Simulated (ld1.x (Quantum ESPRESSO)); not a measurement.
## hydrogen (H): one change to an ultrasoft potential, before and after

* Element: H
* Generator: ld1.x (Quantum ESPRESSO) 7.5
* Type: ultrasoft
* Functional: PBE
* Relativity: scalar-relativistic
* Frozen core: none
* Valence charge: 1
* Reference configuration: 1s1
* Partial waves: 1s (bound): rcut 1.05, rcutus 1.40 bohr; 1s channel at -0.1 Ry: rcut 1.05, rcutus 1.40 bohr; 2p channel at 0.1 Ry: rcut 1.10, rcutus 1.30 bohr; 2p channel at 0.85 Ry: rcut 1.10, rcutus 1.30 bohr
* Local potential: all-electron potential smoothed inside 1.10 bohr (lloc = -1)
* Core correction: none
* Augmentation charge: PSQ, radius 1.10 bohr

Change: waves 1s (bound): rcut 1.05, rcutus 2.02 bohr; 1s channel at -0.1 Ry: rcut 1.05, rcutus 2.02 bohr.

Cutoffs: the cutoffs (Ry, on a coarse ladder) from which the occupation-weighted sum of valence levels, in a spherical-Bessel basis at the reference potential, stays within 10 and 1 mRy of its value at 400 Ry; they do not see the model core or the augmentation charge, which bear on the density cutoff. Errors are all-electron minus pseudo energies relative to the spin-unpolarised reference configuration.

Question: How do hardness, ghosts and transferability respond?

Answer: The potential gets softer (12 Ry and 21 Ry → 8 Ry and 10 Ry); neither file shows a bound ghost. A larger radius leaves more room for a smooth pseudo-wave, so fewer plane waves are needed.

```tsv
quantity	base	changed
cutoff, loose	12 Ry	8 Ry
cutoff, tight	21 Ry	10 Ry
bound ghosts	none	none
error for 1s0.5, meV [ΔE 4.76 eV]	-0.4	+1.3
lowest overlap eigenvalue by channel	s 0.99, p 0.98	s 0.96, p 0.98
```
